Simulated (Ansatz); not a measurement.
The pair A = AlH3 (SMILES [AlH3]) (first 4 atoms), B = H2S (SMILES S); geometry from B3LYP-D3(BJ)/def2-TZVP.
(charge 0, multiplicity 1):
```xyz
7

Al    -0.2520    -0.1264     0.4923
H     -1.0017    -1.4932     0.8004
H     -1.1170     1.1968     0.3387
H      1.1968    -0.1837    -0.1560
S      0.5777     0.4083     2.8718
H      1.0835    -0.8003     3.1740
H     -0.5693     0.1725     3.5329
```

Frozen-core correlation. MP2 and its Hartree–Fock in aug-cc-pV(Q+d)Z are density fitted.

Run with Ansatz (a first-principles code) with Gaussian orbitals. Each number belongs to the level named beside it.

The counterpoise-corrected interaction energy is E(AB) − E(A in the pair's basis) − E(B in the pair's basis). Total energies (hartree):

```csv
level,AB,A in the pair's basis,B in the pair's basis
HF/aug-cc-pV(T+d)Z,-642.3753886,-243.6429497,-398.7158874
MP2/aug-cc-pV(T+d)Z,-642.6744599,-243.7391909,-398.9116526
HF/aug-cc-pV(Q+d)Z,-642.3815930,-243.6457317,-398.7191757
MP2/aug-cc-pV(Q+d)Z,-642.6994919,-243.7469840,-398.9280510
CCSD(T)/aug-cc-pV(T+d)Z,-642.7315284,-243.7640650,-398.9442894
```

Work out the counterpoise-corrected interaction energy at the basis-set limit: extrapolate the MP2 correlation part as X⁻³, take Hartree–Fock from the larger set, and add the CCSD(T) − MP2 difference of aug-cc-pV(T+d)Z.


1. Differences (1 hartree = 627.509 kcal/mol): HF/aug-cc-pV(T+d)Z -10.386; MP2/aug-cc-pV(T+d)Z -14.819; HF/aug-cc-pV(Q+d)Z -10.470; MP2/aug-cc-pV(Q+d)Z -15.347; CCSD(T)/aug-cc-pV(T+d)Z -14.542.
2. Correlation parts, MP2 less HF: -4.433 in aug-cc-pV(T+d)Z (X = 3), -4.876 in aug-cc-pV(Q+d)Z (X = 4).
3. Limit (4³·(-4.876) − 3³·(-4.433))/(4³ − 3³) = -5.200; with HF/aug-cc-pV(Q+d)Z it gives -15.670.
4. CCSD(T) less MP2 in aug-cc-pV(T+d)Z: 0.278.
Result: -15.39 kcal/mol, against -14.82 at MP2/aug-cc-pV(T+d)Z. It is an estimate of this method's limit, not of the exact value.
